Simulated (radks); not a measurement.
Q: Radial electron density D(r) = 4 pi r^2 rho(r) of an atom or ion with 47 electrons. All-electron calculation, scalar-relativistic Kohn-Sham, r2SCAN, spin-unpolarised, spherical densities, finite nucleus; meta-GGA in the generalised Kohn-Sham scheme; Fermi nuclear charge, rms radius of each element as measured or else 0.836 A^(1/3) + 0.57 fm. Program: a radial shooting solver on a logarithmic mesh with Libxc functionals.

```
   r/bohr * D(r) (the largest magnitude, 84.8, reaches the edge; | marks zero)
 0.001515 | *
 0.002036 |   *
 0.002716 |     *
 0.003622 |        *
 0.004831 |             *
 0.006444 |                   *
 0.008664 |                           *
  0.01156 |                                  *
  0.01541 |                                        *
  0.02056 |                                          *
  0.02764 |                                       *
  0.03686 |                                    *
  0.04916 |                                       *
  0.06557 |                                                *
  0.08746 |                                                      *
   0.1176 |                                               *
   0.1568 |                                      *
   0.2092 |                                         *
    0.279 |                                            *
   0.3751 |                            *
   0.5003 |              *
   0.6672 |               *
   0.8899 |              *
    1.187 |       *
    1.596 |  *
    2.128 |*
    2.839 *
    3.786 *
     5.09 *
```

What is the nuclear charge?

A: Z = 51. The innermost maximum, from 1s, lies near gamma/Z bohr with gamma = sqrt(1 - (Z/c)^2) = 0.928, here 0.0182 bohr (found: 0.0199), and its height grows with Z. The density is that of the antimony ion Sb4+ in [Kr] 4d10 5s1; the configuration itself is not fixed sharply by these data, and Z only to a few units. D(r) has 4 maxima, at r = 0.0199, 0.0882, 0.258, 0.758 bohr, and minima at 0.0390, 0.169, 0.551 bohr, inside which lie 1.99, 11.19, 29.00 electrons.
